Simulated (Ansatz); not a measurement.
Input file for `C[O][Al]1[CH2][NH]1`:

```yaml
crystal:
  periodic: [false, false, false]
  atoms:
    - {symbol: C, position_ang: [-0.690934, 2.216634, 0.904415]}
    - {symbol: O, position_ang: [0.240716, 1.274635, 0.461174]}
    - {symbol: Al, position_ang: [0.388061, -0.271048, -0.134893]}
    - {symbol: C, position_ang: [1.152088, -1.873272, -0.812434]}
    - {symbol: N, position_ang: [-0.354273, -1.742271, -0.614292]}
    - {symbol: H, position_ang: [-0.678923, 3.092107, 0.248000]}
    - {symbol: H, position_ang: [-1.710429, 1.816549, 0.923575]}
    - {symbol: H, position_ang: [-0.433412, 2.546331, 1.915414]}
    - {symbol: H, position_ang: [1.639371, -2.617691, -0.177630]}
    - {symbol: H, position_ang: [1.473904, -1.989193, -1.850489]}
    - {symbol: H, position_ang: [-0.960970, -2.509680, -0.842241]}
basis:
  gaussian: {orbitals: def2-TZVPP}
correlation: {method: ccsd_t}
```

```sh
$ ansatz run in.yaml --threads 4 --pin off --events-out ev --progress --plain --max-ram 10444MiB
```

Output of Ansatz, abridged:

```
Functional definition: HF
1496 factors; integrals over basis functions are off by at most 1.1e-3 eV
mean field evaluation 1: about -12254.4341 eV, gradient 5.0e1 eV
mean field evaluation 2: about -12254.6565 eV, gradient 5.1e1 eV
mean field evaluation 4: about -12259.9083 eV, gradient 4.0e0 eV
mean field evaluation 8: about -12259.9866 eV, gradient 3.1e-1 eV
mean field -12259.98714027 eV, -450.5462172872 hartree, gradient 6.6e-6 eV, S^2 0.000000; 0 other end points of the search recorded, 0 dependent functions left out
9 core orbitals not correlated: weight in the atoms' cores, before any rotation towards them, 1.000 or more for the frozen orbitals, at most 0.000 for the correlated occupied ones
reference -12259.98714027 eV, -450.5462172872 hartree; 14, 14 occupied and 227, 227 virtual orbitals, 1496 factors
second order -23.43890700 eV of doubles, -0.00000000 eV of singles
cycle   1  -23.59367314 eV  change   -1.5e-1 eV  update   1.0e-1
cycle   2  -24.14890528 eV  change   -5.6e-1 eV  update   3.1e-2
cycle   3  -24.28585078 eV  change   -1.4e-1 eV  update   1.7e-2
cycle   4  -24.27326092 eV  change    1.3e-2 eV  update   4.5e-3
cycle   5  -24.27316847 eV  change    9.2e-5 eV  update   2.3e-3
cycle   6  -24.27389278 eV  change   -7.2e-4 eV  update   7.2e-4
cycle   7  -24.27333910 eV  change    5.5e-4 eV  update   2.9e-4
cycle   8  -24.27330090 eV  change    3.8e-5 eV  update   1.0e-4
cycle   9  -24.27334128 eV  change   -4.0e-5 eV  update   3.7e-5
cycle  10  -24.27332813 eV  change    1.3e-5 eV  update   1.5e-5
perturbative correction -0.97763188 eV, -0.0359273091 hartree
Total energy: -12285.23810028 eV, -451.4741729518 hartree
```

Hardware: 4 threads of an Arm Neoverse V2 on a shared host. Wall time 91 s, peak host memory 5.3 GiB.

Correlation energy per correlated electron: -0.902 eV. T1 diagnostic: 0.0126.
